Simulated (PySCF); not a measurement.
**Dipole response of Yb (ytterbium, neutral)**

[Xe] 4f14 6s2, closed-shell 1S. All numbers are calculated (PySCF 2.14, the spin-free X2C one-electron Hamiltonian (Gaussian nucleus), in cc-pwCVTZ-X2C with one added diffuse shell of g type (12s11p9d7f5g1h, 195 functions)). Coupled (time-dependent) response in atomic units; α is the mean over directions. The basis has no added diffuse functions, which lowers α and C₆.

| method | mean α (bohr³) | C₆ (like pair) | S(−4) |
| --- | --- | --- | --- |
| PBE | 138.0 | 1932 | 8711 |

S(−4) is the Cauchy moment in α(ω) = α(0) + S(−4) ω² + …

Reference α: 139 ± 6 bohr³ (recommended; Schwerdtfeger and Nagle, table of static dipole polarizabilities (2023 update)). Published C₆: 1910 (Gould and Bucko (2016)).

α(iu) at PBE:

```csv
u (hartree),α(iu) (bohr³)
0,138.0
0.0500,119.4
0.100,86.13
0.200,43.11
0.300,25.30
0.500,12.74
0.750,7.706
1.00,5.490
1.50,3.377
2.00,2.346
3.00,1.372
5.00,0.6828
```

A single London oscillator, α(iu) = α/(1 + u²/ω²), gives C₆ = (3/4) ω α². Matching the computed C₆ needs ω = 4 × 1932 / (3 × 138.0²) = 0.135 hartree.

Spin-orbit coupling, which splits the p, d and f shells strongly at this Z, is absent.
